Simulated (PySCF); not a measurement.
C3H9AlO, SMILES CC[CH2][AlH][OH].

Geometry: B3LYP-D3(BJ)/def2-SVP. The structure was generated by enumeration; whether it is a known compound was not checked. One conformer was computed; it need not be the lowest.

Computed with TDDFT-ωB97X/def2-SVPD run with PySCF 2.14.0.

Vertical excitations. The molecule is in vacuum.

Q: List the lowest excited states. (The exact figures need the calculation; the answer reports its results.)

A: 
| state | energy (eV) | λ (nm) | f | main pairs |
|---|---|---|---|---|
| S1 | 5.89 | 211 | 0.003 | HOMO→LUMO 94 % |
| S2 | 7.26 | 171 | 0.095 | HOMO→LUMO+1 79 % |
| S3 | 7.47 | 166 | 0.023 | HOMO−1→LUMO 91 % |
| S4 | 7.61 | 163 | 0.061 | HOMO→LUMO+2 66 %, HOMO−1→LUMO+1 14 % |
| S5 | 7.99 | 155 | 0.063 | HOMO−3→LUMO+1 43 %, HOMO−2→LUMO+1 27 %, HOMO−3→LUMO+2 10 % |
| S6 | 8.02 | 155 | 0.038 | HOMO−3→LUMO 39 %, HOMO−2→LUMO 37 %, HOMO→LUMO+2 9 % |
| S7 | 8.37 | 148 | 0.075 | HOMO−1→LUMO+1 44 %, HOMO−2→LUMO 13 %, HOMO−5→LUMO+1 8 % |
| S8 | 8.59 | 144 | 0.052 | HOMO−3→LUMO 36 %, HOMO−2→LUMO 31 %, HOMO→LUMO+3 18 %, HOMO−6→LUMO 7 % |
| S9 | 8.66 | 143 | 0.277 | HOMO→LUMO+3 51 %, HOMO−3→LUMO 11 %, HOMO−1→LUMO+3 8 %, HOMO→LUMO+1 8 % |
| S10 | 8.85 | 140 | 0.012 | HOMO−4→LUMO 85 % |
| T1 | 5.60 | 222 | 0 | HOMO→LUMO 92 % |
| T2 | 6.66 | 186 | 0 | HOMO→LUMO+1 58 %, HOMO→LUMO+3 16 %, HOMO→LUMO+2 10 % |
| T3 | 7.06 | 176 | 0 | HOMO−1→LUMO 88 % |
| T4 | 7.32 | 169 | 0 | HOMO−3→LUMO 46 %, HOMO−2→LUMO 33 %, HOMO→LUMO+2 7 % |
Triplets are in the Tamm–Dancoff approximation, which puts them higher than full response would, so one can lie above its singlet here.
